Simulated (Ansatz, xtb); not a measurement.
Relative energy of two isomers of C3H5BO2

Structure I is `CC#CB(O)O`, a singlet and structure II is `C#CCB(O)O`, a singlet. Both are isolated molecules in the gas phase, relaxed with r2SCAN-D4/def2-SVP; the shapes shown needn't be the lowest conformers.

I (Å):

```tsv
atom	x (Å)	y (Å)	z (Å)
C	-1.1968	-3.5505	-2.9895
C	-1.1670	-2.1396	-2.6533
C	-1.1435	-0.9508	-2.3706
B	-1.1130	0.5401	-2.0156
O	-1.0605	0.8834	-0.6911
O	-1.1399	1.4452	-3.0428
H	-2.2278	-3.8823	-3.1951
H	-0.8044	-4.1695	-2.1662
H	-0.5956	-3.7598	-3.8893
H	-1.0429	1.8328	-0.5222
H	-1.1186	2.3687	-2.7657
```

II (Å):

| atom | x (Å) | y (Å) | z (Å) |
| --- | --- | --- | --- |
| C | -0.6298 | -0.8043 | 1.3623 |
| C | -0.1021 | -0.4261 | 0.3321 |
| C | 0.4331 | -0.0517 | -0.9627 |
| B | -0.3666 | -0.7327 | -2.1658 |
| O | 0.0448 | -0.4570 | -3.4320 |
| O | -1.4240 | -1.5620 | -1.9599 |
| H | -1.0544 | -1.1051 | 2.3021 |
| H | 0.4060 | 1.0448 | -1.1001 |
| H | 1.4989 | -0.3324 | -1.0468 |
| H | -0.5005 | -0.9146 | -4.0863 |
| H | -1.6065 | -1.6693 | -1.0130 |

Problem. Estimate E(II) − E(I) at the level CCSD(T)/def2-SVP + ΔMP2/def2-TZVPP.

Solution. Calculated at CCSD(T)/def2-SVP + ΔMP2/def2-TZVPP: E(II) − E(I) = +3.9 kcal/mol, so structure I lies lower.

How the difference moves with the method:

```csv
level,geometry,E(II) − E(I) (kcal/mol),departure from the last row (kcal/mol),"job, with rough time for the two"
GFN2-xTB,GFN2-xTB,+5.1,+1.2,"optimisation, 0.45 s"
HF/STO-3G,GFN2-xTB,+8.3,+4.4,"single point, 0.56 s"
r2SCAN-D4/def2-SVP//GFN2-xTB,GFN2-xTB,+4.6,+0.8,"single point, 3.2 s"
r2SCAN-D4/def2-SVP,r2SCAN-D4/def2-SVP,+4.0,+0.1,"optimisation, 39 s"
HF/def2-SVP,r2SCAN-D4/def2-SVP,+5.1,+1.2,part of the CCSD(T) run
MP2/def2-SVP,r2SCAN-D4/def2-SVP,+4.3,+0.4,part of the CCSD(T) run
CCSD(T)/def2-SVP,r2SCAN-D4/def2-SVP,+4.2,+0.3,single point
CCSD(T)/def2-SVP + ΔMP2/def2-TZVPP,r2SCAN-D4/def2-SVP,+3.9,,"single point, 37 s"
```

As drawn, both hold the same kinds of bond in the same numbers. Structure I has 1 methyl group, II 0.

The levels shown agree on the order. The largest departure from CCSD(T)/def2-SVP + ΔMP2/def2-TZVPP is that of HF/STO-3G, 4.4 kcal/mol. A small imaginary or near-zero mode remains, so no thermal terms are given. The last row adds to CCSD(T) the change of the MP2 difference between the two basis sets, here −0.3 kcal/mol.

The correlated steps freeze 6 core orbitals. Codes used: Ansatz 0.2.0, xtb 6.7.1; the last row on 2 threads of Intel(R) Xeon(R) Processor @ 2.70GHz on a shared host.
